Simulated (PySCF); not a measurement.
## Assigning NMR signals

Molfile (atoms numbered from 1):
```
C7H6FN3
     RDKit          3D

 17 18  0  0  0  0  0  0  0  0999 V2000
    3.1941   -0.3966   -0.0553 C   0  0  0  0  0  0  0  0  0  0  0  0
    1.7753   -0.2155   -0.0144 N   0  0  0  0  0  0  0  0  0  0  0  0
    0.9804   -1.1652    0.3932 N   0  0  0  0  0  0  0  0  0  0  0  0
   -0.2512   -0.6453    0.2670 C   0  0  0  0  0  0  0  0  0  0  0  0
   -1.5170   -1.1749    0.5433 C   0  0  0  0  0  0  0  0  0  0  0  0
   -2.5992   -0.3722    0.3024 C   0  0  0  0  0  0  0  0  0  0  0  0
   -2.4642    0.9347   -0.2029 C   0  0  0  0  0  0  0  0  0  0  0  0
   -1.2316    1.4629   -0.4765 C   0  0  0  0  0  0  0  0  0  0  0  0
   -1.1214    2.7139   -0.9603 F   0  0  0  0  0  0  0  0  0  0  0  0
   -0.0926    0.6820   -0.2467 C   0  0  0  0  0  0  0  0  0  0  0  0
    1.2228    0.8978   -0.4049 N   0  0  0  0  0  0  0  0  0  0  0  0
    3.4770   -1.1096    0.7163 H   0  0  0  0  0  0  0  0  0  0  0  0
    3.4949   -0.7859   -1.0300 H   0  0  0  0  0  0  0  0  0  0  0  0
    3.6759    0.5653    0.1070 H   0  0  0  0  0  0  0  0  0  0  0  0
   -1.6147   -2.1762    0.9287 H   0  0  0  0  0  0  0  0  0  0  0  0
   -3.5940   -0.7401    0.5028 H   0  0  0  0  0  0  0  0  0  0  0  0
   -3.3415    1.5370   -0.3795 H   0  0  0  0  0  0  0  0  0  0  0  0
  1  2  1  0
  2  3  1  0
  3  4  2  0
  4  5  1  0
  5  6  2  0
  6  7  1  0
  7  8  2  0
  8  9  1  0
  8 10  1  0
 10 11  2  0
 11  2  1  0
 10  4  1  0
  1 12  1  0
  1 13  1  0
  1 14  1  0
  5 15  1  0
  6 16  1  0
  7 17  1  0
M  END
```

One conformer, non-relativistic Hamiltonian, gas phase, rapidly exchanging positions averaged. Shielding tensors at PBE0/pcSseg-1 (GIAO); structure optimised with GFN2-xTB; PySCF.

δ = σ(ref) − σ, references computed at the same level: ¹³C and ¹H vs TMS.

Q: Assign these signals to the numbered atoms. ¹³C{¹H} NMR (computed): δ 163.3 (C), 152.8 (C), 140.1 (C), 131.3 (CH), 119.5 (CH), 115.9 (CH), 43.3 (CH3).

A: 
163.3 → C8, aromatic carbon bearing fluorine: σ withdrawal by the attached heteroatom moves it downfield of the ring CH carbons
152.8 → C4, ring-fusion aromatic carbon
140.1 → C10, ring-fusion aromatic carbon
131.3 → C6, aromatic CH: the aromatic region
119.5 → C5, aromatic CH
115.9 → C7, aromatic CH
43.3 → C1, methyl carbon bonded to N: pulled downfield by the heteroatom

Q: Assign these signals to the numbered atoms. ¹H NMR (400 MHz, computed): δ 8.00 (d, 1H), 7.69 (m, 1H), 7.40 (m, 1H), 4.61 (s, 3H).

A: 
| δ (ppm) | atoms | environment | reason |
| --- | --- | --- | --- |
| 8.00 | H15 | hydrogen on an aromatic CH | ring-current deshielding |
| 7.69 | H16 | hydrogen on an aromatic CH | – |
| 7.40 | H17 | hydrogen on an aromatic CH | – |
| 4.61 | H12/H13/H14 | hydrogen on a methyl carbon bonded to N | its carbon carries N, an electronegative neighbour |

Splittings by ¹⁹F in the carbon and heteronuclear signals aren't shown, as no couplings were computed. Shifts are as computed. Against solution values, carbons near 30 ppm lie about +3 ppm off and those near 130 ppm about +5 ppm. Of 1211 compounds with measured shifts, 218 miss one by over three times the rms of a fit or turn the order of signals round; such compounds aren't used in these exercises. Multiplicities follow the n + 1 count of equivalent neighbours, as no J values were calculated; m marks all less simple cases, F and P coupling included.
